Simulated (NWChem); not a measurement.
# CrNHOF$_{2}$; SMILES [NH]=[Cr](=[O])([F])[F]

Results from NWChem. All runs use the structure optimised with B3LYP/6-31G* (spherical d).

Q: Predict the results for Hartree-Fock/aug-cc-pVDZ. Quantities: highest occupied level (eV); orbital gap (eV); dipole (D).

A: 
```yaml
highest occupied level (eV): -13.86
orbital gap (eV): 12.40
dipole (D): 4.37
```
